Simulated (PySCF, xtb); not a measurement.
Potential energy surface of O2Zr, singlet: symmetric bend, bond length relaxed. Scanned: O-Zr-O angle. Other coordinates (Zr-O bond length) were minimised at PBE0/def2-TZVP.

GFN1-xTB (xtb); RHF/def2-TZVP, def2 effective core potentials past Kr (PySCF); MP2 on RHF/def2-TZVP, 2 core orbitals frozen, def2 effective core potentials past Kr (PySCF); CCSD(T) on RHF/def2-TZVP, 2 core orbitals frozen, def2 effective core potentials past Kr (PySCF).

Energies relative to the lowest point of each profile, in mEh:

```csv
a / °,GFN1-xTB,RHF,MP2
180,8.7,62.3,83.5
170,7.7,58.7,79.3
160,5.2,48.9,67.7
150,2.5,35.3,51.7
140,0.5,20.9,34.4
130,0.0,8.7,18.6
120,1.4,1.0,6.6
110,5.3,0.0,0.0
100,13.4,7.4,0.4
90,28.3,26.1,10.0
80,54.9,61.2,31.8
```

### Question
Estimate the CCSD(T) values at these points.

### Answer
180: 77.9; 170: 73.5; 160: 62.0; 150: 46.3; 140: 29.8; 130: 15.2; 120: 4.7; 110: 0.0; 100: 2.8; 90: 15.3; 80: 41.4 (mEh).
